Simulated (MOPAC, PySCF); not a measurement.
[Zn(Cl)(Br)], neutral singlet in the gas phase. 

Cartesian coordinates (Å):
```xyz
3

Zn    -0.0163    -0.0033    -0.0036
Cl     1.9882     0.3964     0.4426
Br    -2.1392    -0.4265    -0.4763
```
Charge 0, spin multiplicity 1.

All levels are single points at this geometry (r2SCAN-D4/def2-SVP); Pople sets use spherical d functions. Orbital energies aren't observables, and empty levels follow the basis.

| level | HOMO (eV) | LUMO (eV) | gap (eV) | dipole (D) | vertical IE, Delta-SCF (eV) |
|---|---|---|---|---|---|
| TPSSh-D3(BJ)/def2-TZVP in PySCF | -8.07 | -2.09 | 5.97 | 0.33 | – |
| B3LYP/6-31G* (LANL2DZ on Zn) in PySCF | -8.46 | -2.23 | 6.23 | 0.43 | 10.90 |
| B3LYP/LANL2DZ in PySCF | -8.54 | -2.44 | 6.10 | 0.43 | – |
| SVWN5/6-31G* (LANL2DZ on Zn) in PySCF | -7.63 | -3.04 | 4.59 | 0.42 | – |
| AM1 in MOPAC | -11.53 | -1.31 | 10.22 | 0.09 | – |
| PM6 in MOPAC | -11.26 | -1.23 | 10.04 | 0.90 | – |
